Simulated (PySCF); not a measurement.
Field gradients from PBE0/pcSseg-1 densities (PySCF, non-relativistic) at GFN2-xTB geometries, isolated species, one conformer each; χzz is the principal value of largest magnitude, with Q(14N) = 0.02044 b. Where η is near 1, a small change in the tensor can flip the sign of χzz. GFN2-xTB bond lengths can be off by several hundredths of an ångström, more for odd bonds, and the gradients follow them. With a basis this small, the couplings can be 20 % off.

Problem. Rank these 14N sites by the size of the quadrupole coupling, smallest first.
A. N8 (pyridine-type nitrogen) in `[F:1][c:2]1[cH:3][cH:4][c:5]2[cH:6][n:7][n:8][n:9]2[cH:10]1`
B. N3 (pyrrole-type nitrogen) in `[CH3:1][c:2]1[nH:3][n:4][n:5][c:6]1[F:7]`
C. N4 (pyrrole-type nitrogen) in `[CH3:1][SiH:2]([CH3:3])[n:4]1[n:5][cH:6][c:7]([F:8])[n:9]1`
D. The nitrile nitrogen of `CC#C[Si@@H]1C[SiH2][C@H](C#N)C1`
E. N7 (pyridine-type nitrogen) in `[F:1][CH2:2][c:3]1[n:4][cH:5][nH:6][n:7]1`
F. The primary amine nitrogen of `N[C@@H]1CC=C1C(F)(F)F`

Solution. B (3.128 MHz), C (3.353 MHz), D (4.436 MHz), A (4.654 MHz), E (5.163 MHz), F (5.638 MHz).

All sites together:

```
nucleus                                                                                        site  Vzz (au)     η  χzz (MHz)
    14N                                     the nitrile nitrogen of CC#C[Si@@H]1C[SiH2][C@H](C#N)C1    -0.924  0.13     -4.436
    14N                      N3 (pyrrole-type nitrogen) in [CH3:1][c:2]1[nH:3][n:4][n:5][c:6]1[F:7]    -0.651  0.34     -3.128
    14N                    N7 (pyridine-type nitrogen) in [F:1][CH2:2][c:3]1[n:4][cH:5][nH:6][n:7]1    -1.075  0.55     -5.163
    14N  N8 (pyridine-type nitrogen) in [F:1][c:2]1[cH:3][cH:4][c:5]2[cH:6][n:7][n:8][n:9]2[cH:10]1     0.969  0.96      4.654
    14N    N4 (pyrrole-type nitrogen) in [CH3:1][SiH:2]([CH3:3])[n:4]1[n:5][cH:6][c:7]([F:8])[n:9]1     0.698  0.65      3.353
    14N                                         the primary amine nitrogen of N[C@@H]1CC=C1C(F)(F)F    -1.174  0.13     -5.638
```
